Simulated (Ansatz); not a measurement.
```xyz
7

C     0.0144   -0.0471   -1.2476
C     0.0238   -0.0208    0.2532
C    -0.0267    0.0120    1.3847
H     0.0244   -0.9857   -1.6470
H    -0.8464    0.4966   -1.6522
H     0.8609    0.5449   -1.6084
H     0.0115   -0.0485    2.4954
```

Basis set: def2-TZVP (spherical functions). Frozen core: 3 orbitals. Charge 0, multiplicity 1.

Computed with Ansatz (development build ahead of 0.2.0); each method stands on the lowest determinant of its kind that the runs found. Restricted open shells among the atoms or ions are ROHF, correlated in semicanonical orbitals with singles. Restricted functionals stand beside restricted open-shell atoms, which can lie above the unrestricted atoms usual in DFT and then raise those values.

The atomization energy at this shape (free ground-state atoms in the same class of orbitals less the molecule, no zero-point energy) of singlet C3H4:

| method | atomization energy |
| --- | --- |
| PBE0 (restricted) | 30.32 eV |
| RHF | 22.74 eV |

**Question.** What does RHF-MP2 give?

**Answer.** 29.51 eV. Caution: the shape is not the minimum.
